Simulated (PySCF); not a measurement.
Compound: CH7ClGeSi.
Structure used (PBE0-D3(BJ)/def2-SVP), in Å, numbered top down from 1:
```xyz
11
CH7ClGeSi angstrom
Si    -0.153    0.171   -0.732
Ge     1.802    0.049    0.623
C      3.234    1.035   -0.310
Cl     3.299    0.527   -2.024
H     -0.380    1.591   -1.140
H     -0.001   -0.679   -1.948
H     -1.341   -0.300    0.044
H      2.267   -1.404    0.829
H      1.591    0.700    2.008
H      4.219    0.842    0.138
H      3.045    2.117   -0.286
```

Computed, not measured: TDDFT wB97X-D/def2-SVPD, vertical, gas phase, core orbitals frozen in the response (PySCF 2.14.0, density-fitted response routines). Relativistic effects, spin–orbit coupling among them, are left out although an element past zinc is present.

Kohn–Sham orbitals with the atoms that hold most of them (Löwdin shares over 4%, at most four atoms; ? is withheld):

```
orbital  ε (eV)                             atoms
 HOMO-3  -11.32  Ge2 28%, H8 16%, Si1 16%, H9 16%
 HOMO-2  -10.58                   Cl4 76%, C3 13%
 HOMO-1  -10.15  Ge2 29%, Si1 24%, Cl4 18%, H9 7%
   HOMO   -9.89                                 ?
   LUMO    1.47                                 ?
 LUMO+1    1.83  Ge2 32%, Si1 21%, Cl4 11%, H9 9%
 LUMO+2    1.97  Si1 29%, Ge2 18%, C3 12%, H7 12%
```

Q: Give the leading atoms of the HOMO.

A: Cl4 (bonded to C) 40%; C3 (bonded to Cl, Ge and 2 H) 22%; Ge2 (bonded to C, Si and 2 H) 17%; Si1 (bonded to Ge and 3 H) 10%.

Q: Give the leading atoms of the LUMO.

A: Ge2 (bonded to C, Si and 2 H) 27%; Cl4 (bonded to C) 17%; Si1 (bonded to Ge and 3 H) 13%; C3 (bonded to Cl, Ge and 2 H) 10%.

Q: The HOMO–LUMO gap is 11.36 eV. Where does the response calculation put the lowest singlet, and from which orbitals?

A: S1 is at 6.78 eV (f = 0.017), 4.58 eV below the gap, made of HOMO→LUMO (48%), HOMO→LUMO+4 (16%), HOMO-1→LUMO (10%). Without the coupling terms of the response equations the lowest excitation would equal the gap.

Next come S2 at 7.25 eV (f 0.021), HOMO-1→LUMO (35%), HOMO→LUMO (14%), HOMO-2→LUMO (13%); S3 at 7.32 eV (f 0.023), HOMO-2→LUMO (32%), HOMO-2→LUMO+4 (13%), HOMO-2→LUMO+1 (9%); S4 at 7.51 eV (f 0.024), HOMO→LUMO+3 (21%), HOMO→LUMO+2 (20%), HOMO-1→LUMO (16%); S5 at 7.56 eV (f 0.022), HOMO-1→LUMO+3 (33%), HOMO→LUMO+3 (27%), HOMO→LUMO+1 (12%).

Löwdin shares depend on the basis, the more so with diffuse functions.

Hardware: one thread of an x86-64 server, on a shared host. Cost: 2.0 min wall.

One conformer stands for the species.
